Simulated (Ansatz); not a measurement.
Start from `C[O][Ga]([OH])[F]` and change one atom or group to get `C[O][Ga]([OH])[Cl]`.

Ansatz, PBE0-D4/def2-TZVP geometries, multiplicity 1. Each molecule was computed in one conformer, which needn't be the lowest.

Scalar relativity is left out up to krypton.

| property | `C[O][Ga]([OH])[F]` |
| --- | --- |
| LUMO energy (B3LYP/def2-TZVPP) / eV | -1.60 |
| HOMO energy (PBE0/def2-TZVPP) / eV | -8.35 |
| HOMO energy (ωB97M-V/def2-TZVPP) / eV | -10.77 |
| LUMO energy (ωB97M-V/def2-TZVPP) / eV | 0.65 |
| HOMO energy (PBE/def2-TZVPP) / eV | -6.77 |
| size of the dipole moment (PBE/def2-TZVPP) / D | 2.12 |

Question: Give the same properties after the change, and the shifts. (An estimate is asked.)

Answer: Computed: 
```json
{"property": "LUMO energy (B3LYP/def2-TZVPP) / eV", "`C[O][Ga]([OH])[Cl]`": "-1.47", "shift": "0.13"}
{"property": "HOMO energy (PBE0/def2-TZVPP) / eV", "`C[O][Ga]([OH])[Cl]`": "-8.29", "shift": "0.06"}
{"property": "HOMO energy (ωB97M-V/def2-TZVPP) / eV", "`C[O][Ga]([OH])[Cl]`": "-10.69", "shift": "0.08"}
{"property": "LUMO energy (ωB97M-V/def2-TZVPP) / eV", "`C[O][Ga]([OH])[Cl]`": "0.75", "shift": "0.10"}
{"property": "HOMO energy (PBE/def2-TZVPP) / eV", "`C[O][Ga]([OH])[Cl]`": "-6.72", "shift": "0.05"}
{"property": "size of the dipole moment (PBE/def2-TZVPP) / D", "`C[O][Ga]([OH])[Cl]`": "1.82", "shift": "-0.30"}
```

Dipoles are sizes alone; their direction can turn.

B3LYP here is the variant with VWN-RPA as its local correlation; programs differ in this.

Positive LUMOs are unbound, so they and the gaps depend on the basis.
